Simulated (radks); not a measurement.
Trend from Rb+ to Xe+: ionisation energy by Delta-SCF between NIST ground configurations, and size. Calculated with a radial shooting solver on a logarithmic mesh with Libxc functionals: scalar-relativistic Kohn-Sham, PBE, spin-polarised, spherical densities, point nucleus; open shells are filled with parallel spins first (spin-orbit coupling, left out, can overturn this in heavy ions).

[
 {"species": "Rb+", "configuration": "[Kr]", "IE (eV)": "27.360", "NIST (eV)": "27.290", "kind": "exp.", "outermost": "4p", "<r> outermost (bohr)": "1.71", "r at 0.001 e/bohr^3 (bohr)": "3.64"},
 {"species": "Sr+", "configuration": "[Kr] 5s1", "IE (eV)": "11.193", "NIST (eV)": "11.030", "kind": "exp.", "outermost": "5s", "<r> outermost (bohr)": "3.87", "r at 0.001 e/bohr^3 (bohr)": "4.47"},
 {"species": "Zr+", "configuration": "[Kr] 4d2 5s1", "IE (eV)": "13.461", "NIST (eV)": "13.130", "kind": "exp.", "outermost": "5s", "<r> outermost (bohr)": "3.37", "r at 0.001 e/bohr^3 (bohr)": "4.45"},
 {"species": "Nb+", "configuration": "[Kr] 4d4", "IE (eV)": "14.922", "NIST (eV)": "14.320", "kind": "semi-emp.", "outermost": "4d", "<r> outermost (bohr)": "2.03", "r at 0.001 e/bohr^3 (bohr)": "4.03"},
 {"species": "Mo+", "configuration": "[Kr] 4d5", "IE (eV)": "16.538", "NIST (eV)": "16.2", "kind": "semi-emp.", "outermost": "4d", "<r> outermost (bohr)": "1.87", "r at 0.001 e/bohr^3 (bohr)": "3.94"},
 {"species": "Tc+", "configuration": "[Kr] 4d5 5s1", "IE (eV)": "15.600", "NIST (eV)": "15.260", "kind": "semi-emp.", "outermost": "5s", "<r> outermost (bohr)": "2.97", "r at 0.001 e/bohr^3 (bohr)": "4.16"},
 {"species": "Ru+", "configuration": "[Kr] 4d7", "IE (eV)": "16.717", "NIST (eV)": "16.8", "kind": "semi-emp.", "outermost": "4d", "<r> outermost (bohr)": "1.67", "r at 0.001 e/bohr^3 (bohr)": "3.82"},
 {"species": "Rh+", "configuration": "[Kr] 4d8", "IE (eV)": "18.521", "NIST (eV)": "18.080", "kind": "semi-emp.", "outermost": "4d", "<r> outermost (bohr)": "1.56", "r at 0.001 e/bohr^3 (bohr)": "3.74"},
 {"species": "Pd+", "configuration": "[Kr] 4d9", "IE (eV)": "20.252", "NIST (eV)": "19.4", "kind": "semi-emp.", "outermost": "4d", "<r> outermost (bohr)": "1.47", "r at 0.001 e/bohr^3 (bohr)": "3.67"},
 {"species": "Ag+", "configuration": "[Kr] 4d10", "IE (eV)": "21.930", "NIST (eV)": "21.484", "kind": "exp.", "outermost": "4d", "<r> outermost (bohr)": "1.39", "r at 0.001 e/bohr^3 (bohr)": "3.59"},
 {"species": "Cd+", "configuration": "[Kr] 4d10 5s1", "IE (eV)": "17.353", "NIST (eV)": "16.908", "kind": "exp.", "outermost": "5s", "<r> outermost (bohr)": "2.64", "r at 0.001 e/bohr^3 (bohr)": "3.86"},
 {"species": "In+", "configuration": "[Kr] 4d10 5s2", "IE (eV)": "18.980", "NIST (eV)": "18.870", "kind": "exp.", "outermost": "5s", "<r> outermost (bohr)": "2.48", "r at 0.001 e/bohr^3 (bohr)": "3.99"},
 {"species": "Sn+", "configuration": "[Kr] 4d10 5s2 5p1", "IE (eV)": "14.157", "NIST (eV)": "14.633", "kind": "exp.", "outermost": "5p", "<r> outermost (bohr)": "2.89", "r at 0.001 e/bohr^3 (bohr)": "4.21"},
 {"species": "Sb+", "configuration": "[Kr] 4d10 5s2 5p2", "IE (eV)": "16.517", "NIST (eV)": "16.63", "kind": "exp.", "outermost": "5p", "<r> outermost (bohr)": "2.65", "r at 0.001 e/bohr^3 (bohr)": "4.26"},
 {"species": "Te+", "configuration": "[Kr] 4d10 5s2 5p3", "IE (eV)": "18.737", "NIST (eV)": "18.6", "kind": "exp.", "outermost": "5p", "<r> outermost (bohr)": "2.46", "r at 0.001 e/bohr^3 (bohr)": "4.22"},
 {"species": "I+", "configuration": "[Kr] 4d10 5s2 5p4", "IE (eV)": "18.639", "NIST (eV)": "19.131", "kind": "exp.", "outermost": "5p", "<r> outermost (bohr)": "2.34", "r at 0.001 e/bohr^3 (bohr)": "4.18"},
 {"species": "Xe+", "configuration": "[Kr] 4d10 5s2 5p5", "IE (eV)": "21.105", "NIST (eV)": "20.975", "kind": "semi-emp.", "outermost": "5p", "<r> outermost (bohr)": "2.19", "r at 0.001 e/bohr^3 (bohr)": "4.12"}
]

Reference values: NIST Atomic Spectra Database (exp. = measured, semi-emp. = semi-empirical, theory = theoretical value adopted there). Open shells are spherical and high-spin; term and fine-structure splittings are not resolved. Spin-orbit splitting is averaged out at the scalar-relativistic level.
